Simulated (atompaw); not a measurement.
**What one change does to a pseudopotential (Zr (Z = 40), PAW (atompaw))**

zirconium (Zr), PAW, made with atompaw 4.2.0.5 (PBE, scalar-relativistic). Core [Ar] 3d10, reference 4s2 4p6 4d2 5s2 5p0. Waves: 4s (bound): rc 1.90 bohr; 5s (bound): rc 2.30 bohr; 4p (bound): rc 1.75 bohr; 5p (bound, empty): rc 2.80 bohr; 4d (bound): rc 2.80 bohr; 4d channel at 1.55 Ry: rc 2.80 bohr. Local part: bessel scheme, radius 2.45 bohr. Core correction: smooth core density matched at 2.00 bohr. Augmentation charge: sinc compensation charge, radius 2.10 bohr; PAW radius 2.80 bohr; waves and projectors: modrrkj vanderbiltortho.

Change: augmentation sinc compensation charge, radius 2.10 bohr; PAW radius 2.80 bohr; waves and projectors: custom polynom2 7 10 vanderbiltortho.

Cutoffs: the cutoffs (Ry, on a coarse ladder) from which the occupation-weighted sum of valence levels, in a spherical-Bessel basis at the reference potential, stays within 10 and 1 mRy of its value at 400 Ry; they do not see the model core or the augmentation charge, which bear on the density cutoff.

What does the change do?

The potential gets neither clearly harder nor softer (21 Ry and 40 Ry → 21 Ry and 40 Ry); the p channel sets the loose cutoff, while the largest relative change is in s, which becomes harder; the range in which the d phases agree widens (upper end 0.2 → 2.3); neither file shows a bound ghost.

```tsv
quantity	base	changed
cutoff, loose	21 Ry	21 Ry
cutoff, tight	40 Ry	40 Ry
loose cutoff by channel (10 mRy a level)	s 10 Ry, p 18 Ry, d 8 Ry	s 15 Ry, p 18 Ry, d 12 Ry
bound ghosts	none	none
s: phases at 2.81 bohr within 0.05 rad from the reference energy up to (Ry; the scan ends near 5)	4.2	4.7
p: phases at 2.81 bohr within 0.05 rad from the reference energy up to (Ry; the scan ends near 5)	to the end of the scan	4.3
d: phases at 2.81 bohr within 0.05 rad from the reference energy up to (Ry; the scan ends near 5)	0.2	2.3
lowest overlap eigenvalue by channel	s 0.75, p 0.62, d 1.00	s 0.49, p 0.49, d 0.91
```

 The cutoffs see the waves, projectors and local potential, not the compensation charge or the core.
